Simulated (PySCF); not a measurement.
Ionising GaC

UHF-CCSD; Ga cc-pVDZ-PP with ECP10, C cc-pVDZ; scalar-relativistic core potentials (PySCF 2.14). Neutral (UHF): quartet (σ ↑, π ↑↑), Re = 2.031 Å, ωe = 536 cm⁻¹, De = 2.71 eV.

GaC⁺ (UHF): triplet (σ ↑, π ↑), Re = 2.832 Å, ωe = 141 cm⁻¹, De = 0.26 eV to Ga⁺ + C. The energies at the minima are -296.20921 hartree for GaC and -295.90775 for GaC⁺.

Q: Work out the adiabatic ionisation energy, without and with harmonic zero-point energies (1 hartree = 27.2114 eV, 1 eV = 8065.5 cm⁻¹), and the change of the bond length.

A: At UHF-CCSD: 0.30146 hartree = 8.203 eV between the minima; the zero-point term (141.0 − 536.0)/2 cm⁻¹ = -0.024 eV makes it 8.179 eV. Re changes by +80.1 pm against the neutral. The electron leaves a π orbital, and the ion is left as a loose complex of an ion and an atom.

Correlated steps freeze 5 core orbitals. Weak bonds: GaC⁺. Basis-set superposition, not corrected here, can be much of De in a small basis, most of all at correlated wavefunction levels. Spin–orbit coupling is left out. For an ion De counts to the pair picked by the measured ionisation energies or electron affinities, which need not be the lowest pair at this level. States were picked by a PBE0 search and need not be the measured ground states.
